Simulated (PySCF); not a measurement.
## Computed data sheet: `C=C1C=C1OC=O`

C5H4O2.
Atom-mapped SMILES: `[CH2:1]=[C:2]1[CH:3]=[C:4]1[O:5][CH:6]=[O:7]` (hydrogens: H8, H9 on C1; H10 on C3; H11 on C6)

Cartesian coordinates in Å at the GFN2-xTB level; atoms count from 1:
```xyz
11
C5H4O2 angstrom
C     -2.2251   -1.0373    0.3470
C     -1.1995   -0.2685    0.0764
C     -0.5852    0.9768   -0.3797
C      0.2182   -0.0070    0.0046
O      1.4605   -0.4699    0.2008
C      2.4993    0.3364   -0.0842
O      2.4356    1.4485   -0.5038
H     -2.0946   -2.0357    0.7254
H     -3.2329   -0.6923    0.1992
H     -0.6967    1.9661   -0.7510
H      3.4258   -0.2146    0.1394
```

Structural features include: ester, C=C double bond and cyclopropene ring.

From GFN2-xTB geometry:

```
Point group of the GFN2-xTB geometry                  : Cs
Rotational constants A, B, C of the GFN2-xTB geometry : 9.833, 1.580, 1.361 GHz
```

PBE0/pcSseg-1 ground state and GIAO shieldings, non-relativistic (PySCF):

```
Dipole moment                                               : 1.30 D
HOMO energy                                                 : -6.21 eV
LUMO energy                                                 : -1.24 eV
HOMO–LUMO gap                                               : 4.97 eV
Lowest Hirshfeld atomic charge                              : -0.22 e on O7
Highest Hirshfeld atomic charge                             : +0.20 e on C6
13C chemical shifts (computed TMS as zero) by class         : 161.5 (C6), 152.5 (C4), 122.2 (C2), 115.6 (C3), 62.6 (C1) ppm
1H chemical shifts (computed TMS as zero) by class          : 8.22 (H11), 6.75 (H10), 3.98 (H8), 3.88 (H9) ppm
Isotropic shieldings of nuclei other than C and H, by class : -139 (O7), 91 (O5) ppm
Mayer bond orders between heavy atoms                       : C1–C2 1.99, C2–C3 0.81, C3–C4 1.60, C4–O5 0.99, O5–C6 1.02, C6–O7 2.04, C4–C2 0.98
```

**B3LYP/pcJ-1 indirect spin-spin coupling, non-relativistic, gas phase; spin–dipole term left out (PySCF)**

```
Largest of the computed one-bond spin–spin couplings (means over like bonds) : 13C–1H +243.4 (C6–H11), 13C–1H +240.8 (C3–H10), 13C–1H +172.1 (C1–H8), 13C–1H +169.6 (C1–H9), 13C–13C +112.2 (C1–C2), 13C–13C +44.9 (C3–C4), 17O–13C +43.0 (O5–C6), 17O–13C +41.5 (O5–C4) Hz
```

Monoisotopic mass (most abundant isotopes): 96.0211 u.

In atomic units the dipole is 0.51 e·bohr (1 au = 2.5417 D). A dipole of 1.30 D is allowed in Cs, and pure rotational transitions are dipole-allowed. With B = h/(8π²I), that is 505.379 GHz u Å² over I, the principal moments of inertia are 51.4, 319.8 and 371.2 u Å² (most abundant isotopes). The rotational constants make it an asymmetric top with κ = (2B − A − C)/(A − C) = -0.95, nearer the prolate limit (−1).

One conformer stands for the species.
